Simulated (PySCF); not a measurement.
# Worked example: chemical shift, span and skew from a shielding tensor

Al(H)(NCO)(OMe) (C2H4AlNO2), SMILES [N](=C=O)[AlH][O]C. Atoms are numbered in the order given.

```xyz
10

Al    -1.0709     0.6030     0.0000
H     -2.6332     0.7963     0.0000
N     -0.3129    -1.0182     0.0000
C      0.1908    -2.1221     0.0000
O      0.6815    -3.1981     0.0000
O     -0.0804     1.9881     0.0000
C      1.2906     2.2892     0.0000
H      1.5551     2.8940    -0.8962
H      1.9377     1.3815     0.0000
H      1.5551     2.8940     0.8962
```
Charge 0, spin multiplicity 1.

Geometry optimised at PBE-D3(BJ)/def2-SVP. The structure was generated by enumeration; whether it is a known compound was not checked. Other conformers were not sampled.

GIAO shieldings from PBE/pcSseg-1 in PySCF, non-relativistic, no solvent. The symmetric part of the tensor of N3 has the principal values 127.7, 143.2, 335.3 ppm. The same nucleus in NH3 has σ = 267.0 ppm at this level (PySCF, at its B3LYP-D3(BJ)/def2-TZVP geometry).

Question: Work out the isotropic shielding, the ¹⁵N shift against NH3, the span and the skew.

Answer: 
σ(iso) = (σ11 + σ22 + σ33)/3 = 202.1 ppm. δ = σ(ref) − σ(iso) = 267.0 − (202.1) = 64.9 ppm.
Span Ω = σ33 − σ11 = 207.6 ppm. Skew κ = 3(σ(iso) − σ22)/Ω = 0.85. Tumbling in solution averages the tensor to δ; in a static solid the shielding alone would spread this spin-1/2 line over Ω.
